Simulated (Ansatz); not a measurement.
Computed with Ansatz on PBE0-D4/def2-TZVP structures; ΔE is electronic, products minus reactants. CBS: MP2 limit from def2 TZ/QZ plus the TZ coupled-cluster correction, frozen cores. DFT in def2-TZVPP. Each species was taken in one conformer, which may not be the lowest.

`B[CH2][AlH2]` + `C[SiH](N)CS` → `C[SiH](N)[CH2][AlH2]` + `BCS`  (redistribution)

```csv
level,ΔE (kJ/mol)
B2PLYP,33.7
r2SCAN,35.4
HF/def2-TZVPP,21.2
CCSD/CBS(def2),30.6
```

Question: What does CCSD(T)/CBS give? (Best estimate.)

Answer: The calculation gave: +33.0 kJ/mol. The listed levels differ from it by 0.7, 2.4, -11.8, -2.4 kJ/mol.

Largest T1 diagnostic among the species: 0.012.

In def2-TZVPP, CCSD(T) changes the Hartree–Fock value by +12.3 kJ/mol (the triples alone add +2.4 kJ/mol) and MP2 by +14.3 kJ/mol.
